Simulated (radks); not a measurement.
Values are calculated unless marked as measured or tabulated.
The lithium anion Li-, [He] 2s2, held by a Watson sphere: a shell of charge +1 at radius R that stands for the Madelung well of a crystal (potential energy -1/R inside, -1/r outside, in hartree with lengths in bohr). Code: a radial shooting solver on a logarithmic mesh with Libxc functionals. Model: non-relativistic Kohn-Sham, LDA (Slater exchange, VWN5 correlation), spin-polarised, spherical densities, point nucleus. Response by self-consistent Sternheimer equations with the Hartree and adiabatic LDA kernel. The sphere does not respond.

| R (bohr) | e(1s) (eV) | e(2s) (eV) | <r> 2s (bohr) | sum of <r^2> (bohr^2) | X-ray form factor at sin(theta)/lambda = 0.3 1/angstrom | alpha (bohr^3) |
|---|---|---|---|---|---|---|
| 1.64 | -54.898 | -4.712 | 3.124 | 24.13 | 1.465 | 79.82 |
| 2.01 | -52.720 | -4.577 | 3.229 | 25.60 | 1.464 | 86.90 |
| 3.04 | -50.365 | -4.078 | 3.598 | 31.25 | 1.479 | 120.4 |
| 3.1 | -50.304 | -4.047 | 3.620 | 31.62 | 1.480 | 122.9 |
| 3.3 | -50.133 | -3.943 | 3.695 | 32.89 | 1.483 | 131.7 |
| 3.49 | -50.004 | -3.845 | 3.765 | 34.11 | 1.485 | 140.6 |
